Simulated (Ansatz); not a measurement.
Ansatz (a first-principles code) job for (1S)-2,2-difluorocyclopropan-1-ol (C3H4F2O), SMILES C1(F)(C[C@@H]1O)F, PBE/def2-TZVPD. Geometry optimised at B3LYP-D3(BJ)/def2-SVP. Other conformers were not sampled.

Ansatz 0.2 input:
```yaml
crystal:
  periodic: [false, false, false]
  atoms:
    - {symbol: O, position_ang: [1.82819370, -0.61057685, 0.33506260]}
    - {symbol: C, position_ang: [0.59351974, -0.78292947, -0.26422841]}
    - {symbol: C, position_ang: [-0.67020453, -1.00726357, 0.60077654]}
    - {symbol: C, position_ang: [-0.44977858, 0.26306461, -0.12995160]}
    - {symbol: F, position_ang: [-1.23234523, 0.60718119, -1.16550511]}
    - {symbol: F, position_ang: [-0.10416351, 1.36495749, 0.58083421]}
    - {symbol: H, position_ang: [1.88804815, 0.30444626, 0.64554440]}
    - {symbol: H, position_ang: [0.63260283, -1.33117322, -1.21275297]}
    - {symbol: H, position_ang: [-1.43514796, -1.69177075, 0.22481891]}
    - {symbol: H, position_ang: [-0.52369360, -0.98336524, 1.68434801]}
basis:
  gaussian:
    orbitals: def2-TZVPD
hamiltonian:
  xc: {name: PBE}
```

Program output:

```
WARN ansatz: RAYON_NUM_THREADS=2 ignored (pool sized by the plan → 2); use --threads N
Functional definition: PBE
integrals: 0.20 GiB planned
1304 factors; their error is unknown
mean field: 1.55 GiB planned
mean field evaluation 1: about -10638.8343 eV, gradient 7.1e1 eV
mean field evaluation 2: about -10615.3691 eV, gradient 1.2e2 eV
mean field evaluation 4: about -10648.7421 eV, gradient 1.0e1 eV
mean field evaluation 8: about -10648.9234 eV, gradient 2.0e-1 eV
mean field evaluation 16: about -10648.8803 eV, gradient 1.0e-3 eV
mean field -10648.88029782 eV, -391.3391328745 hartree, gradient 7.4e-5 eV, S^2 0.000000; 0 other end points of the search recorded, 0 dependent functions left out
reference -10648.88035702 eV, -391.3391350500 hartree; 24, 24 occupied and 243, 243 virtual orbitals, 1304 factors
Total energy: -10648.88035702 eV, -391.3391350500 hartree
```

Self-consistency was reached.
